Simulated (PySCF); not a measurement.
A GIAO shielding run with PySCF 2.14.0 with density-fitted response routines (density fitting, non-relativistic, gas phase) on SMILES FC[SiH2][SiH2]C[SiH2]P, C2H12FPSi3:

```
$ OMP_NUM_THREADS=1 python probes_run.py task.json out

{"job": {"kind": "nmr", "xc": "PBE0", "basis": "pcSseg-1"}, "charge": 0, "multiplicity": 1}
F     -1.943336     1.486604    -0.955690
C     -2.897292     0.493727    -0.811731
Si    -2.029209    -1.180637    -0.427208
Si    -0.591964    -0.881407     1.362599
C      0.740145     0.428935     0.996428
Si     2.018540    -0.033280    -0.332118
P      3.423630     1.705861    -0.518819
H     -3.471767     0.485533    -1.740661
H     -3.557093     0.823841    -0.004821
H     -1.397778    -1.598969    -1.685496
H     -3.155379    -2.099051    -0.202651
H     -1.312711    -0.451117     2.575721
H      0.082059    -2.138440     1.720864
H      0.250980     1.352840     0.684466
H      1.266346     0.667554     1.922386
H      1.392934    -0.235264    -1.643657
H      2.698836    -1.283816     0.043177
H      4.344207     1.042344    -1.310405
H      4.129049     1.423992     0.638599
```

Hardware: 1 thread of an Arm Neoverse N1, shared host. The job also computes population analyses, field gradients.

Question: How large is the calculation?

Answer: 90 electrons, 207 basis functions and 1171 auxiliary functions.

Question: How long does it take, and how much memory does it need?

Answer: 69 s of wall time, with 12 SCF cycles and 4 response iterations; peak memory 0.93 GiB. Times on a shared host scatter by some tens of per cent.
